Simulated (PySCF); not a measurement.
# One molecule, several mistakes: BGeH4OSi

These are calculations, not measurements. The program is PySCF 2.14.0, an open-source quantum chemistry code, run on an isolated molecule that a program drew, which may never have been made. The molecule is BGeH4OSi (charge 0, doublet), drawn as the SMILES string `B[Si](=O)[GeH2]`.

Each row is a Hartree-Fock (HF) and frozen-core CCSD(T) single point in the cc-pV(D+d)Z basis, meant for a local HF minimum. Run 1 is clean. Each other run has one planted mistake out of seven kinds, and not every kind appears here: one electron removed, one electron added, multiplicity raised by two, geometry at a saddle point, minimal basis STO-3G, one bond length entered in bohr, all coordinates scaled. The reference is restricted for singlets and unrestricted otherwise, and also for a bond in bohr. Adding or removing an electron swaps singlet and doublet. Electrons count all cores. HOMO and LUMO are orbital energies over both spins, the gradient is its largest component, and the lowest frequency (negative if imaginary) is given only where the gradient is small. Bond lengths are over the 7 bonds as drawn. T1 is the CCSD diagnostic: over 0.02 (restricted) or 0.045 (unrestricted) a single reference is doubtful. Germanium has the cc-pVDZ-PP basis, with a core potential (ECP10MDF) in place of its 10 inner electrons, and its 3s, 3p and 3d shells are frozen in CCSD(T).

Geometry of the clean run:
```xyz
8
BGeH4OSi, angstrom
B     1.0373    0.3803   -2.6571
Si    0.1270    0.4124   -0.8423
O    -0.5664    1.6228   -0.2738
Ge    0.3522   -1.5843    0.4256
H     0.4021    0.1775   -3.6508
H     2.2190    0.5482   -2.7524
H    -0.7308   -1.8662    1.4629
H     0.6962   -2.8447   -0.3771
```

```
run,electrons,basis functions,<S^2>,HOMO (eV),LUMO (eV),gradient (hartree/bohr),lowest frequency (cm^-1),mean bond (Å),longest bond (Å),T1,HF (hartree),CCSD(T) (hartree),mistake
1,63,94,0.769,-8.88,-0.06,2.0e-05,120,1.6237,2.376,0.0232,-684.12813,-684.62326,no fault
2,63,94,2.203,-8.41,-0.07,1.2e-02,-,1.8152,2.847,0.0469,-683.97651,-684.42201,one bond length entered in bohr
3,63,94,3.809,-6.72,-0.90,8.2e-02,-,1.6237,2.376,0.0691,-684.03778,-684.52540,multiplicity raised by two
4,63,94,0.823,-8.85,-0.12,8.0e-02,-,1.7488,2.559,0.0306,-684.08970,-684.60180,?
5,64,94,0.000,-1.56,4.88,4.6e-02,-,1.6237,2.376,0.0326,-684.15386,-684.67882,?
```

**Which mistake was planted in run 4, and what did it cost?**

The mean and the longest bond both change by the same factor, 1.077, and the gradient is no longer small. So the mistake is: all coordinates scaled. Subtracting run 1 and multiplying by 627.51 kcal/mol a hartree, the energy moved by 24.1 kcal/mol in HF and 13.5 kcal/mol in CCSD(T).

**Which mistake was planted in run 5, and what did it cost?**

It counts 64 electrons, one more than the clean run, at the same geometry and basis. So the mistake is: one electron added. Subtracting run 1 and multiplying by 627.51 kcal/mol a hartree, the energy moved by -16.1 kcal/mol in HF and -34.9 kcal/mol in CCSD(T).

Cautions from the logs. Run 2: T1 is over the limit, so its CCSD(T) energy is less reliable; run 3: T1 is over the limit, so its CCSD(T) energy is less reliable; run 5: T1 is over the limit, so its CCSD(T) energy is less reliable.
